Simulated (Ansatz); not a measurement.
Program: Ansatz. Geometries: PBE0-D4/def2-TZVP. ΔE: electronic, gas phase. CBS: MP2 limit from def2 TZ/QZ plus the TZ coupled-cluster correction, frozen cores. This one scheme is used for every species. Functionals use def2-TZVPP. B3LYP here is the variant with VWN-RPA as its local correlation; programs differ in this. HSE06 is defined as in plane-wave codes. Elements past krypton have def2 core potentials. For Sn outer-core shells are correlated without core-valence functions, which leaves a few kJ/mol of doubt a bond. Each species was taken in one conformer, which may not be the lowest.

Reaction (ligand exchange at the Si–O bond): `N#CO[SiH3]` + `[OH][SnH3]` → `[SiH3][O][SnH3]` + `N#CO`

`N#CO[SiH3]`:

Cartesian coordinates in Å:
```
N -0.702 -2.250 1.384
C -0.458 -1.145 1.153
O -0.193 0.084 0.928
Si 0.254 0.701 -0.588
H 0.458 2.137 -0.324
H 1.495 0.022 -1.018
H -0.853 0.452 -1.536
```

`[OH][SnH3]`:

Z-matrix (Å, degrees):
```
Sn
O 1 1.970
H 1 1.709 2 108.5
H 1 1.698 2 103.1 3 119.8
H 1 1.709 2 108.5 3 -120.5
H 2 0.959 1 113.2 3 60.0
```

`[SiH3][O][SnH3]`:

Cartesian coordinates in Å:
```
Si -0.273 -1.216 1.058
O -0.591 -0.315 -0.259
Sn 0.210 1.240 -1.149
H 1.072 -1.856 0.968
H -1.303 -2.280 1.175
H -0.292 -0.390 2.300
H -0.801 1.503 -2.489
H 1.797 0.794 -1.581
H 0.180 2.519 -0.022
```

`N#CO`:

```xyz
4

N    -1.467    0.206    0.646
C    -0.453    0.156    0.100
O     0.659    0.151   -0.554
H     1.261   -0.513   -0.192
```

```
             level  ΔE (kcal/mol)  difference from CCSD(T)/CBS
            PBE-D4           -2.8                          0.7
         revPBE-D4           -2.6                          0.9
           BLYP-D4           -2.5                          1.0
         r2SCAN-D4           -3.3                          0.2
            B97M-V           -4.2                         -0.7
          B3LYP-D4           -3.1                          0.4
        r2SCANh-D4           -3.5                          0.0
        r2SCAN0-D4           -3.8                         -0.3
          HSE06-D4           -3.5                          0.0
          BHLYP-D4           -4.1                         -0.6
      CAM-B3LYP-D4           -3.3                          0.2
           ωB97X-V           -3.3                          0.2
           ωB97M-V           -3.5                          0.0
            B2PLYP           -2.8                          0.7
          PBE-QIDH           -3.6                         -0.1
               PBE           -2.3                          1.2
            revPBE           -2.1                          1.4
              BLYP           -1.7                          1.8
            r2SCAN           -3.2                          0.3
              PBE0           -3.1                          0.4
           r2SCAN0           -3.6                         -0.1
             HSE06           -3.1                          0.4
             BHLYP           -3.2                          0.3
         CAM-B3LYP           -2.8                          0.7
           LC-ωPBE           -3.4                          0.1
RPA@PBE/def2-TZVPP           -3.3                          0.2
      MP2/def2-SVP           -5.4                         -1.9
     CCSD/def2-SVP           -5.7                         -2.2
  CCSD(T)/def2-SVP           -5.6                         -2.1
     HF/def2-TZVPP           -4.1                         -0.6
    MP2/def2-TZVPP           -3.3                          0.2
SCS-MP2/def2-TZVPP           -3.3                          0.2
   CCSD/def2-TZVPP           -3.8                         -0.3
CCSD(T)/def2-TZVPP           -3.7                         -0.2
     HF/def2-QZVPP           -4.1                         -0.6
    MP2/def2-QZVPP           -3.2                          0.3
SCS-MP2/def2-QZVPP           -3.3                          0.2
      HF/CBS(def2)           -4.2                         -0.7
     MP2/CBS(def2)           -3.1                          0.4
    CCSD/CBS(def2)           -3.6                         -0.1
       CCSD(T)/CBS           -3.5                            0
```

Largest T1 diagnostic among the species: 0.014.

From PBE to PBE0 (25 % exact exchange), in def2-TZVPP and without D4, ΔE moves by −0.8 kcal/mol. At CCSD(T), def2-SVP lies −2.1 kcal/mol from the extrapolated value and def2-TZVPP −0.2 kcal/mol.
